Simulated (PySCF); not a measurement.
Precursor series Nb Cl-F. All species are isolated molecules in the gas phase.

The HOMO from two functionals at the same geometries (PBE-D3(BJ)/def2-SVP), both in PySCF: PBE-D3(BJ)/def2-TZVP and B3LYP-D3(BJ)/def2-TZVP. B3LYP has the VWN-RPA correlation part, as in Gaussian. 

```tsv
species	B3LYP-D3(BJ)/def2-TZVP (eV)
0 of 5 Cl replaced by F ([Nb(Cl)5])	-8.92
1 of 5 Cl replaced by F ([Nb(Cl)4(F)])	-9.12
2 of 5 Cl replaced by F ([Nb(Cl)3(F)2])	-9.85
3 of 5 Cl replaced by F ([Nb(Cl)2(F)3])	-10.02
4 of 5 Cl replaced by F ([Nb(Cl)(F)4])	-10.72
5 of 5 Cl replaced by F	-12.00
```

Q: What does PBE-D3(BJ)/def2-TZVP give for each?

A: 
- 0 of 5 Cl replaced by F ([Nb(Cl)5]): -7.85
- 1 of 5 Cl replaced by F ([Nb(Cl)4(F)]): -8.03
- 2 of 5 Cl replaced by F ([Nb(Cl)3(F)2]): -8.61
- 3 of 5 Cl replaced by F ([Nb(Cl)2(F)3]): -8.76
- 4 of 5 Cl replaced by F ([Nb(Cl)(F)4]): -9.43
- 5 of 5 Cl replaced by F: -10.21
Over these rows, drawn at random from the members with no instability flagged (it was tested for open shells, ions and some series alone), PBE minus B3LYP-D3(BJ): mean +1.29 eV, from +1.08 eV to +1.79 eV.
